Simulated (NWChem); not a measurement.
System meant: C₂H₆BO₂ cation

Input file for NWChem:

```
start job
memory heap 200 mb stack 700 mb global 900 mb
charge 1
geometry units angstroms noautoz
  C      0.042595     2.627479     0.054401
  O     -0.151537     1.234243    -0.218370
  B     -0.002004    -0.000315    -0.184110
  O      0.146208    -1.234878    -0.227096
  C     -0.039044    -2.627678     0.054402
  H     -0.119804     2.791387     1.125984
  H      1.064594     2.892605    -0.240284
  H     -0.693172     3.176380    -0.542980
  H      0.495218    -3.185260    -0.722285
  H      0.384198    -2.831650     1.044726
  H     -1.113318    -2.843870     0.026360
end
basis spherical
  * library def2-svp
end
dft
  xc pbe0
  iterations 4
  mulliken
end
task dft energy
```

End of the output:

```
    Atom       Charge   Shell Charges
 -----------   ------   -------------------------------------------------------
    1 C    6     5.85   1.96  0.58  0.31  1.80  1.09  0.11
    2 O    8     7.88   1.97  0.82  0.50  2.77  1.80  0.02
    3 B    5     4.91   1.96  0.45  0.15  1.39  0.46  0.50
    4 O    8     7.88   1.97  0.82  0.50  2.77  1.80  0.02
    5 C    6     5.85   1.96  0.58  0.31  1.80  1.09  0.11
    6 H    1     0.94   0.63  0.24  0.07
    7 H    1     0.94   0.63  0.24  0.07
    8 H    1     0.94   0.63  0.23  0.07
    9 H    1     0.94   0.63  0.23  0.07
   10 H    1     0.94   0.63  0.24  0.07
   11 H    1     0.94   0.63  0.24  0.07

 center of mass
 --------------
 x =  -0.03281809 y =   0.00004057 z =  -0.00046987

 moments of inertia (a.u.)
 ------------------
         969.198883564073          -0.000000000000          -0.000000000000
          -0.000000000000          30.738172553629          -0.000000000000
          -0.000000000000          -0.000000000000         971.253848076363

     Multipole analysis of the density
     ---------------------------------

     L   x y z        total         alpha         beta         nuclear
     -   - - -        -----         -----         ----         -------
     0   0 0 0      1.000000    -19.000000    -19.000000     39.000000

     1   1 0 0      0.265471      0.132736      0.132736      0.000000
     1   0 1 0     -0.001222     -0.000611     -0.000611      0.000000
     1   0 0 1      0.004504      0.002252      0.002252     -0.000000

     2   2 0 0    -19.027763    -16.621148    -16.621148     14.214533
     2   1 1 0      0.022141     -0.020868     -0.020868      0.063877
     2   1 0 1      0.000530     -0.000427     -0.000427      0.001384
     2   0 2 0      0.587123   -284.919157   -284.919157    570.425437
     2   0 1 1     -0.830428      0.881120      0.881120     -2.592669
     2   0 0 2    -19.078270    -16.031846    -16.031846     12.985422

 ------------------------------------------------------------------------
 dft energy failed                                                                                  0
 ------------------------------------------------------------------------
 ------------------------------------------------------------------------
  current input line :
    25: task dft energy
 ------------------------------------------------------------------------
 ------------------------------------------------------------------------
 This type of error is most commonly associated with calculations not reaching convergence criteria
 ------------------------------------------------------------------------
 For more information see the NWChem manual at https://nwchemgit.github.io

0:dft energy failed:Received an Error in Communication
```

Task: Can this run be used? If not, why, and what is the fix?

Result: Convergence was not reached. Cause: the SCF was allowed too few iterations. This input runs:
```
start job
memory heap 200 mb stack 700 mb global 900 mb
charge 1
geometry units angstroms noautoz
  C      0.042595     2.627479     0.054401
  O     -0.151537     1.234243    -0.218370
  B     -0.002004    -0.000315    -0.184110
  O      0.146208    -1.234878    -0.227096
  C     -0.039044    -2.627678     0.054402
  H     -0.119804     2.791387     1.125984
  H      1.064594     2.892605    -0.240284
  H     -0.693172     3.176380    -0.542980
  H      0.495218    -3.185260    -0.722285
  H      0.384198    -2.831650     1.044726
  H     -1.113318    -2.843870     0.026360
end
basis spherical
  * library def2-svp
end
dft
  xc pbe0
  iterations 150
  mulliken
end
task dft energy
```
It converges to -254.42158 Ha (PBE0/def2-SVP).
